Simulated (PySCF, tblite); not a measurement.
Isomers of C3H8F2OSi3. Level: GFN2-xTB in tblite, geometry and Hessian alike; calculated harmonic values, unscaled, isolated species. This tight-binding method is rough: wavenumbers can miss measured ones by several per cent, in bad cases by 10 to 20. Modes of hydrogen on silicon can be 10 to 20 % off. One conformer each.

Electronic energies: PBE0/pcSseg-1 single points on the GFN2-xTB geometries (PySCF, gas phase).

```csv
SMILES,"electronic energy, lowest = 0 (kJ/mol)"
C=C(F)[Si]1(CF)[SiH2]O[SiH2]1,61.1
CC(=O)[C@]1(F)[SiH2][Si@@H](F)[SiH2]1,0.0
O=C1[SiH2][SiH2][SiH2][C@@H]1C(F)F,114.4
```

Problem. How do GFN2-xTB zero-point energies change the relative energies?

Solution. 
```
                               SMILES  ZPE (kJ/mol)  of it from modes above 1550 cm⁻¹  electronic (kJ/mol)  with ZPE, lowest = 0 (kJ/mol)  lowest mode (cm⁻¹)  rings
CC(=O)[C@]1(F)[SiH2][Si@@H](F)[SiH2]1         256.7                             130.8                  0.0                            0.0                  63      1
        C=C(F)[Si]1(CF)[SiH2]O[SiH2]1         262.4                             136.5                 61.1                           66.9                  21      1
   O=C1[SiH2][SiH2][SiH2][C@@H]1C(F)F         253.3                             125.4                114.4                          111.0                  39      1
```

The zero-point energies span 9.1 kJ/mol, from `O=C1[SiH2][SiH2][SiH2][C@@H]1C(F)F` to `C=C(F)[Si]1(CF)[SiH2]O[SiH2]1`. The order is unchanged.

Problem. And how do the electronic energies of GFN2-xTB itself compare?

Solution. `CC(=O)[C@]1(F)[SiH2][Si@@H](F)[SiH2]1` 0.0; `C=C(F)[Si]1(CF)[SiH2]O[SiH2]1` 33.5; `O=C1[SiH2][SiH2][SiH2][C@@H]1C(F)F` 164.7 kJ/mol, lowest = 0. Against the energies above, taken from the same isomer `CC(=O)[C@]1(F)[SiH2][Si@@H](F)[SiH2]1`, the largest difference is 50.3 kJ/mol.
